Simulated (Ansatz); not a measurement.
The C5–H7 bond of CH6BN (SMILES BNC) is stretched (multiplicity 1, the rest rigid).
Geometry at rest (charge 0, multiplicity 1):
```xyz
9

B     -0.17378     0.16936     1.35985
H     -1.04663     0.51555     2.09588
H      0.90497    -0.15003     1.76047
N     -0.42136     0.13750    -0.00246
C      0.50466    -0.25211    -1.05319
H     -1.33201     0.40682    -0.34423
H      0.67789     0.56737    -1.75578
H      0.12956    -1.11044    -1.61689
H      1.45669    -0.52593    -0.60231
```

Correlated levels freeze the cores.

Run with Ansatz (a quantum-chemistry and plane-wave program). 

FIC-MRCISD+Q on CASSCF(2,2)/cc-pVDZ, total energies (hartree):

```
R (Å)       CASSCF       MRCISD  weight c² of the reference
-----  -----------  -----------  --------------------------
1.093  -120.542920  -120.928708                     0.88571
1.913  -120.446215  -120.824049                     0.88540
3.498  -120.389554  -120.763161                     0.88576
```

Add the Davidson correction (E_MRCISD − E_CASSCF)(1 − c²)/c² and give the energies above the first point at the three levels.


Corrections (hartree): -0.049781, -0.048906, -0.048187. Above the first point (kcal/mol):
- R = 1.913 Å: CASSCF 60.7, MRCISD 65.7, with the correction 66.2
- R = 3.498 Å: CASSCF 96.2, MRCISD 103.9, with the correction 104.9
